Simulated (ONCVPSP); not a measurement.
## lithium: excitation energies, all-electron against ONCV

- Element: lithium
- Generator: ONCVPSP 4.0.1
- Type: optimised norm-conserving Vanderbilt (ONCV)
- Functional: LDA (Perdew-Wang 92)
- Relativity: scalar-relativistic
- Frozen core: none
- Valence charge: 3
- Reference configuration: 1s2 2s1
- Partial waves: 1s+2s: rc 1.20 bohr, ncon 4, nbas 8, qcut 7.5 1/bohr, 3 projectors, debl 1.8 Ha; p scattering state at 0.23 Ha: rc 1.00 bohr, ncon 3, nbas 6, qcut 9.2 1/bohr, 2 projectors, debl 3.4 Ha; d scattering state at 0.02 Ha: rc 1.30 bohr, ncon 5, nbas 9, qcut 6.8 1/bohr, 1 projector
- Local potential: polynomial inside 1.00 bohr (lpopt 3, dvloc0 0 Ha)
- Core correction: none

Energies are relative to the spin-unpolarised reference configuration 1s2 2s1; without spin polarisation the order of configurations can differ from experiment.

Give the all-electron excitation energy and the error of the potential for: 1s2 2s0; 1s2 2s0.5; 1s2 2s0 2p1; 1s1 2s1.

| valence configuration | charge | ΔE all-electron (eV) | error AE − PS (meV) |
| --- | --- | --- | --- |
| 1s2 2s0 | +1 | 5.237 | +0.4 |
| 1s2 2s0.5 | +0.5 | 2.043 | +0.1 |
| 1s2 2s0 2p1 | 0 | 1.753 | +0.6 |
| 1s1 2s1 | +1 | 67.389 | +1401 |

Levels in the configuration 1s2 2s0 2p1:

```tsv
level	all-electron (eV)	pseudo (eV)
1s	-52.557	-52.504
2p	-1.582	-1.582
```
